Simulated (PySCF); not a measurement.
dimethyl telluride (C2H6Te), singlet, at a GFN2-xTB geometry (core potentials on Te). Base run: R2SCAN/def2-SV(P) in PySCF.

The PySCF input:
```python
from pyscf import gto, scf, dft

mol = gto.Mole()
mol.atom = '''
    C     1.51403960   -0.61814695    0.97361016
    Te    0.01637111    0.19648656   -0.35400888
    C    -1.60205503   -0.43829160    0.92933228
    H     1.38011691   -1.68745138    1.07645886
    H     2.48866467   -0.41855255    0.54994310
    H     1.44343271   -0.14926988    1.94678120
    H    -1.59498997   -1.51573359    1.03418433
    H    -2.53486000   -0.12860379    0.47856174
    H    -1.50556944    0.02094119    1.90487761
'''
mol.basis = 'def2-sv(p)'
mol.ecp = {'Te': 'def2-sv(p)'}
mol.verbose = 4
mol.build()

mf = dft.RKS(mol)
mf.xc = 'r2scan'
mf.kernel()
mf.analyze()
```

The base run was repeated with changes; each row names its change, and settings that it needs were set with it.

```
change                                     ΔE vs base (µEh)  grid points  electrons on the grid        outcome
-----------------------------------------  ----------------  -----------  ---------------------  -------------
base                                                    0.0       109048               42.00000      converged
grids.prune = dft.gen_grid.sg1_prune                      -            -                      -  input refused
grids.level = 2                                        87.4        68696               42.00001      converged
small_rho_cutoff = 0                                    0.0       109048               42.00000      converged
grids.level = 1                                         367        33224               42.00001      converged
grids.level = 7                                        19.8       563944               42.00000      converged
grids.level = 5                                        30.2       274024               42.00000      converged
grids.prune = dft.gen_grid.treutler_prune              -1.9        96264               42.00001      converged
grids.atom_grid = (150, 974)                           24.0       726456               42.00000      converged
grids.becke_scheme = stratmann                         -0.8       109048               42.00000      converged
grids.atom_grid = (50, 194)                            -705        59272               42.00005      converged
```

- grids.prune = dft.gen_grid.sg1_prune: ended with `IndexError: index 52 is out of bounds for axis 0 with size 19`
